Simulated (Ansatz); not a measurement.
Total energies of the cluster LiI₂⁻ (the lowest singlet isomer of a short search) from Ansatz at CCSD(T)/def2-TZVPPD, gas phase (1 Eh = 27.2114 eV = 2625.5 kJ/mol). The reference geometry is relaxed at r2SCAN-D4/def2-TZVPD.

| atom | x (Å) | y (Å) | z (Å) |
| --- | --- | --- | --- |
| Li1 | 0.0001 | -0.0002 | -0.0006 |
| I2 | -1.5827 | 1.7865 | -0.8961 |
| I3 | 1.5827 | -1.7863 | 0.8968 |

```
            state                         geometry  energy (Eh)
charge -1 singlet                        reference   -602.02350
 charge 0 doublet                        reference   -601.83730
charge -1 triplet  relaxed at r2SCAN-D4/def2-TZVPD   -601.88539
charge -1 quintet  relaxed at r2SCAN-D4/def2-TZVPD   -601.68639
```

In the def2 sets I takes a core potential; there is no spin–orbit coupling. Correlated methods freeze 8 core orbitals; core or outer-core shells of Li, I are correlated, in sets that lack core-valence functions. In CCSD on the charge -1 quintet the largest single amplitude is 0.53, so its Hartree–Fock determinant may place the open shell otherwise than the density functionals do.

Task: Work out the vertical ionisation energy to the doublet.

Result: E(charge 0 doublet) − E(charge -1 singlet) = -601.83730 − (-602.02350) = 0.18620 Eh = 5.07 eV.

Task: Which of the charge -1 states is lowest, and how far above it are the others?

Result: The singlet. triplet: -601.88539 − (-602.02350) = 0.13811 Eh = 362.6 kJ/mol; quintet: -601.68639 − (-602.02350) = 0.33711 Eh = 885.1 kJ/mol. The quintet has fallen apart, so its energy is that of loose fragments and no spin gap. The triplet differs in its bonds from the reference. The quintet differs in its bonds from the reference.

At CCSD(T)/def2-TZVPPD T1 of the charge -1 quintet is large (up to 0.101), so the single-reference result is doubtful. At CCSD(T)/def2-TZVPPD the highest occupied level of the charge -1 quintet lies above zero (up to 0.20 eV). It is a level of α spin, whose loss leaves a quartet; that state wasn't run at this geometry and level. The electron is either unbound and held by the finite basis, or the level is raised by self-interaction error. 

The structure comes from a short search, and lower isomers may exist.
